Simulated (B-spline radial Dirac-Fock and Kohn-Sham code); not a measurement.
## Photoionisation of nickel ions at Ag Kα (22162.9 eV)

Level of theory: the independent-particle Dirac-Slater model, thresholds from Dirac-Fock; a B-spline atomic structure program. Cross sections in kb; a dash marks an empty subshell or a threshold above the photon energy.

```tsv
ion	configuration	total	2s	3p1/2	3p3/2	3d5/2	4s
Ni	[Ar] 3d8 4s2	2.313	0.165	0.00257	0.00454	4.49e-05	0.00164
Ni⁷⁺	[Ar] 3d3	2.317	0.166	0.00307	0.00545	2.80e-05	–
Ni²⁰⁺	[He] 2s2 2p4	2.296	0.181	–	–	–	–
Ni²¹⁺	[He] 2s2 2p3	2.296	0.187	–	–	–	–
Ni²⁷⁺	1s1	1.073	–	–	–	–	–
```

Values without a named source are computed, but for edge energies of neutral atoms, which are taken from tables.
